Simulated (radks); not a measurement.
Spherical quantum dot in the effective-mass picture: electrons in a hard-walled sphere of radius 3.63, with a point charge +2 (a donor) at the centre, all in effective atomic units (hartree* = m*/eps^2 hartree, bohr* = eps/m* bohr), one dielectric constant everywhere. Calculated with a radial shooting solver with Libxc functionals: non-relativistic Kohn-Sham, exchange-only LDA, spin-polarised, spherical densities. Levels are named by radial order and angular momentum (1s, 1p, 1d, 2s, ...), and open shells are averaged over m. Results are scaled to m* = 0.514 and eps = 11.4, for which hartree* = 107.6 meV and bohr* = 1.174 nm.

N = 36, configuration 1s2 1p6 1d10 2s2 1f14 1g(up 2, down 0). This is the lowest configuration that the search found. Occupied and some empty levels:

level,occupation,eigenvalue (meV),<r> (nm)
1s up,1,1301.6,2.725
1s down,1,1303.6,2.699
1p up,3,1325.5,3.055
1p down,3,1328.0,3.050
1d up,5,1360.5,3.144
1d down,5,1363.0,3.141
2s up,1,1369.9,1.403
2s down,1,1370.5,1.423
1f up,7,1408.6,3.214
1f down,7,1411.2,3.212
1g up,2,1469.0,3.273
1g down,0,1471.8,3.272
2p up,0,1513.1,2.101
2p down,0,1513.9,2.100
1h up,0,1541.2,3.325
1h down,0,1544.0,3.324
3s up,0,1555.6,2.102
3s down,0,1556.7,2.102
2d up,0,1605.3,2.390
2d down,0,1606.5,2.389

Energy (meV): total 25713.4, kinetic 6579.3, external -3561.6, Hartree 24483, exchange-correlation -1786.9.

Electron density:

r (nm),n(r) (e/nm^3)
0.125,1.558
0.337,0.7781
0.549,0.4019
0.761,0.2150
0.972,0.1199
1.18,0.07179
1.40,0.04929
1.61,0.04262
1.82,0.04724
2.03,0.06141
2.24,0.08451
2.46,0.1150
2.67,0.1502
2.88,0.1833
3.09,0.2048
3.30,0.2028
3.52,0.1699
3.73,0.1110
3.94,0.04653
4.15,0.005713
